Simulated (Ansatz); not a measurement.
Consider the ligand exchange at a Zr–O bond: `[CH3][Zr]([NH2])([OH])[F]` + H–F → `[CH3][Zr]([NH2])([F])[F]` + H₂O.

Computed with Ansatz on PBE0-D4/def2-TZVP structures; ΔE is electronic, products minus reactants. CCSD(T)/CBS adds triple-zeta CCSD(T) − MP2 to the extrapolated MP2 energy (def2 sets, frozen cores). This one scheme is used for every species. Functionals use def2-TZVPP. Elements past krypton have def2 core potentials. For Zr outer-core shells are correlated without core-valence functions, which leaves a few kJ/mol of doubt a bond. One conformer a species, not always the lowest.

`[CH3][Zr]([NH2])([OH])[F]`:

Cartesian coordinates in Å:
```
C -1.561 0.642 -0.285
Zr 0.202 -0.540 0.399
N 1.531 -0.457 -1.129
O 0.907 0.401 1.915
F -0.457 -2.325 0.644
H -1.295 1.682 -0.501
H -1.996 0.216 -1.197
H -2.343 0.650 0.483
H 1.528 -1.067 -1.936
H 2.329 0.161 -1.197
H 1.155 0.636 2.804
```

H–F:

Z-matrix (Å, degrees):
```
F
H 1 0.920
```

`[CH3][Zr]([NH2])([F])[F]`:

Cartesian coordinates in Å:
```
C -0.313 -0.310 1.537
Zr 0.124 0.813 -0.327
N 0.287 -0.597 -1.763
F -1.400 1.920 -0.635
F 1.802 1.675 -0.032
H -0.417 0.382 2.381
H -1.245 -0.880 1.456
H 0.486 -1.017 1.780
H 1.143 -1.055 -2.046
H -0.466 -0.931 -2.351
```

H₂O:

Z-matrix (Å, degrees):
```
O
H 1 0.960
H 1 0.960 2 105.1
```

```
             level  ΔE (kJ/mol)  difference from CCSD(T)/CBS
           ωB97X-V        -53.5                         -7.5
               PBE        -56.3                        -10.3
              BLYP        -58.2                        -12.2
RPA@PBE/def2-TZVPP        -47.6                         -1.6
       HF/def2-SVP        -51.6                         -5.6
     CCSD/def2-SVP        -48.1                         -2.1
     HF/def2-TZVPP        -52.6                         -6.6
CCSD(T)/def2-TZVPP        -45.6                          0.4
     HF/def2-QZVPP        -54.0                         -8.0
    MP2/def2-QZVPP        -43.0                          3.0
       CCSD(T)/CBS        -46.0                            0
```

(1) What do rigid-rotor, harmonic-oscillator terms from PBE0-D4/def2-TZVP frequencies (298.15 K, 1 bar) make of the CCSD(T)/CBS value? (Estimate.)

Largest T1 diagnostic among the species: 0.016.

Answers

(1) Computed: ΔZPE = +4.1 kJ/mol, ΔH = -43.0 kJ/mol, ΔS = 4 J/(mol·K), ΔG = -44.1 kJ/mol.

Leaving LDA and LC-ωPBE aside and taking each functional with its dispersion term where it has one, the values, not all of them listed here, spread over 9.1 kJ/mol, from B97M-V to PBE-QIDH. LDA lies +7.9 kJ/mol from PBE without D4. From BLYP to BHLYP (50 % exact exchange), in def2-TZVPP and without D4, ΔE moves by +5.5 kJ/mol. In def2-TZVPP, CCSD(T) changes the Hartree–Fock value by +7.0 kJ/mol (the triples alone add +0.6 kJ/mol) and MP2 by +10.3 kJ/mol.
